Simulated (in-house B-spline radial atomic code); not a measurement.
Values are calculated unless marked as measured or tabulated.
# Softness against transferability: the 2s channel of F

F, [He] 2s2 2p5, non-relativistic PBE, spherical and spin-unpolarised, from an all-electron radial atomic-structure program (B-spline basis) (atomic units). The all-electron 2s level is ε = -1.095854 hartree, its outermost node lies just inside 0.25 bohr and its outer maximum at 0.77 bohr.

Troullier-Martins pseudo-orbitals are made for several radii. The cutoffs (hartree) are the plane-wave energies beyond which the orbital holds less than the named kinetic energy per electron. The phase error is the difference, pseudo minus all-electron, of arctan(R P'/P) at R = 1.38 bohr for all radii, half a hartree below and above the level.

| r_c (bohr) | V_l(0) (hartree) | cutoff for 10 mEh | for 1 mEh | for 0.1 mEh | phase error at ε − 0.5 (mrad) | at ε + 0.5 (mrad) |
| --- | --- | --- | --- | --- | --- | --- |
| 0.58 | 3.85 | 38.4 | 112 | 231 | -0.6 | -0.2 |
| 0.67 | 7.70 | 38.4 | 100 | 138 | -0.5 | -0.2 |
| 0.77 | 5.10 | 35.3 | 91.4 | 126 | -0.7 | -0.2 |
| 0.87 | 2.20 | 30.1 | 75.4 | 104 | -1.2 | -0.4 |
| 0.97 | 0.14 | 25.1 | 59.2 | 84 | -2.1 | -0.7 |
| 1.08 | -1.31 | 19.7 | 32.3 | 67.3 | -3.8 | -1.3 |

Which radius needs the lowest cutoff for 0.1 mEh while both phase errors stay within 1.3 mrad?

The radii within that limit are 0.58, 0.67, 0.77, 0.87 bohr; of these r_c = 0.87 needs the least, 104 hartree, that is 208 Ry or 2830 eV.

What does the larger radius buy, and what does it cost?

From r_c = 0.58 to 1.08 bohr the cutoff for 1 mEh goes from 112 to 32.3 hartree, a factor of 3.47, against 3.47 for a pure 1/r_c² scaling, end to end; step by step it is 112, 100, 91.4, 75.4, 59.2, 32.3, and for 0.1 mEh 231, 138, 126, 104, 84, 67.3; the number of plane waves goes as the cutoff to the power 3/2, here a factor of 6.5. The larger of the two phase errors is least at r_c = 0.67 bohr, 0.5 mrad; it is 0.6 at the smallest radius and 3.8 at the largest. These errors test the reference atom alone. Large radii also let the cores of neighbours overlap, which an atom doesn't show.
